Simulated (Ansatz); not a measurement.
```xyz
13

N     1.3627    0.5198    3.3258
C     0.9305    0.3549    2.2711
C     0.3950    0.1507    0.9642
C    -0.7833   -0.5776    0.8025
C    -1.2976   -0.7723   -0.4670
C    -0.6442   -0.2457   -1.5723
C     0.5283    0.4789   -1.4105
C     1.0522    0.6801   -0.1461
H    -1.2840   -0.9835    1.6726
H    -2.2129   -1.3378   -0.5944
H    -1.0508   -0.4008   -2.5648
H     1.0376    0.8896   -2.2741
H     1.9663    1.2437   -0.0070
```

Charge 0, multiplicity 1.

(1) List the B3LYP/def2-TZVPP orbital energies in eV (the Gaussian-basis code of Ansatz). (Estimate.)

Answers

(1) Ansatz gave: Occupied: -389.63, -278.41, -277.94, -277.81, -277.81, -277.70, -277.65, -277.64, -25.02, -24.24, -21.66, -21.27, -18.07, -17.43, -15.70, -14.01, -13.40, -12.72, -12.39, -11.42, -10.71, -10.42, -10.01, -9.84, -9.34, -7.87, -7.61. Lowest empty: -1.77, -1.12, 0.74, 0.74, 1.69, 1.71, 1.72, 2.39.

B3LYP here is the variant with VWN-RPA as its local correlation; programs differ in this.
